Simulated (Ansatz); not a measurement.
C2H5O, SMILES [CH2]OC, multiplicity 2.

Geometry: B3LYP-D3(BJ)/def2-TZVP. The isomer is the one that the SMILES or the coordinates give; other isomers of the formula were not compared.

Two levels are set side by side: PBE/def2-SVPD (Ansatz, an electronic-structure program) and PBE0/def2-SVPD (Ansatz). Energy differences of separate SCF runs at the same geometry; the states with an electron removed or added have multiplicity 1 and 1. Differences are taken from unrounded values.

```csv
quantity,PBE0
vertical ionisation energy (eV),7.79
```

What does PBE give, and how far is it from PBE0? (The exact figures need the calculation; the answer reports its results.)


```json
[
 {"quantity": "vertical ionisation energy (eV)", "PBE": "7.61", "PBE minus PBE0": "-0.18"}
]
```
